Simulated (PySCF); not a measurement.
trans-(1S,2S)-1,2-dimethylcyclopropane (C₅H₁₀), SMILES C[C@H]1C[C@@H]1C. Atoms are numbered in the order given.

```xyz
15

C     -1.9481     0.0720    -0.5009
C     -0.6049    -0.4447    -0.0615
C      0.0000     0.0000     1.2405
C      0.6049     0.4447    -0.0615
C      1.9481    -0.0720    -0.5009
H     -2.0822     1.1238    -0.2027
H     -2.7703    -0.5069    -0.0503
H     -2.0619     0.0199    -1.5956
H     -0.4087    -1.4890    -0.3339
H      0.5509    -0.7345     1.8356
H     -0.5509     0.7345     1.8356
H      0.4087     1.4890    -0.3339
H      2.7703     0.5069    -0.0503
H      2.0822    -1.1238    -0.2027
H      2.0619    -0.0199    -1.5956
```

Geometry optimised at PBE0-D3(BJ)/def2-SVP.

Method: PBE/def2-TZVP (PySCF).

Symmetry labels are those of the subgroup C2 that the program uses (full group C2).

Computed valence orbital energies around the gap with their symmetry:
```tsv
orbital	symmetry	energy (eV)
HOMO−7	A	-9.95
HOMO−6	B	-9.68
HOMO−5	A	-9.25
HOMO−4	B	-9.23
HOMO−3	B	-8.32
HOMO−2	A	-8.25
HOMO−1	B	-6.58
HOMO	A	-6.33
LUMO	A	0.72
LUMO+1	B	0.97
LUMO+2	B	1.20
LUMO+3	A	1.73
```
